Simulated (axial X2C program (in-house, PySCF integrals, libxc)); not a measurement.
**Spin–orbit effects down a group: molecules with Li, HF**

Calculated with an axial X2C code built on PySCF integrals, spin-free (one-electron X2C) or two-component (2c: spin–orbit coupling with atomic mean-field Coulomb and Gaunt terms, which also bring small scalar terms), in Dyall basis sets with cores contracted in-house; open shells are unrestricted.

Basis sets: Li dyall-cv3z, O dyall-av3z, S dyall-av3z, Te dyall-cv3z.

| molecule | spin-free state | Re (Å) | ωe (cm⁻¹) | De (eV) | 2c state | Re 2c (Å) | ωe 2c (cm⁻¹) | De 2c (eV) |
| --- | --- | --- | --- | --- | --- | --- | --- | --- |
| LiO | M_S = 1/2, Λ = 1 | 1.676 | 848.4 | 1.70 | Ω = 3/2 | 1.676 | 848.2 | 1.71 |
| LiS | M_S = 1/2, Λ = 1 | 2.168 | 581.2 | 1.91 | Ω = 3/2 | 2.168 | 581.0 | 1.92 |
| LiTe | M_S = 1/2, Λ = 1 | 2.514 | 454.7 | 1.54 | Ω = 3/2 | 2.518 | 451.7 | n/a |

Work out the shifts from the spin-free to the two-component result.



```tsv
molecule	2c state	ΔRe (Å)	Δωe (cm⁻¹)	ΔDe (eV)
LiO	Ω = 3/2	0.000	-0.2	0.01
LiS	Ω = 3/2	0.000	-0.2	0.01
LiTe	Ω = 3/2	0.004	-3.0	n/a
```

Shifts of one unit in the last digit are rounding.

Each entry is the lowest single determinant of a limited PBE0 search at one distance. De goes to single-determinant-based atoms at the same level (for ions the charge split of lowest energy) and is withheld (n/a) where an atom does not fit its ground term or J level. Main or longest-lived isotopes. One determinant is a doubtful description, or other states lie close, for LiO; these need not be ground states, and all values refer to the states named. Some light 2c atoms are not at their ground J level, so De misses part of their lowering (0.04 eV or less).
